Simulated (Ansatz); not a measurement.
Calculated with Ansatz (gas phase, PBE0-D4/def2-TZVP geometries, no zero-point term in ΔE). CBS: MP2 limit from def2 TZ/QZ plus the TZ coupled-cluster correction, frozen cores. DFT in def2-TZVPP. Elements past krypton have def2 core potentials. For In outer-core shells are correlated without core-valence functions, which leaves a few kJ/mol of doubt a bond. One conformer a species, not always the lowest.

Reaction (redistribution): `[NH2][In]([NH2])[Cl]` + `C[CH2][AlH][AlH2]` → `C[CH2][In]([NH2])[Cl]` + `[NH2][AlH][AlH2]`

```csv
level,ΔE (kcal/mol)
ωB97X-V,-21.4
CCSD(T)/def2-TZVPP,-22.3
HF/def2-QZVPP,-21.3
MP2/def2-QZVPP,-23.3
```

What does CCSD(T)/CBS give? (Estimate.)

Computed: -22.3 kcal/mol. The listed levels differ from it by 0.9, 0.0, 1.0, -1.0 kcal/mol.

Largest T1 diagnostic among the species: 0.014.

In def2-TZVPP, CCSD(T) changes the Hartree–Fock value by −1.1 kcal/mol (the triples alone add +0.0 kcal/mol) and MP2 by −2.1 kcal/mol.
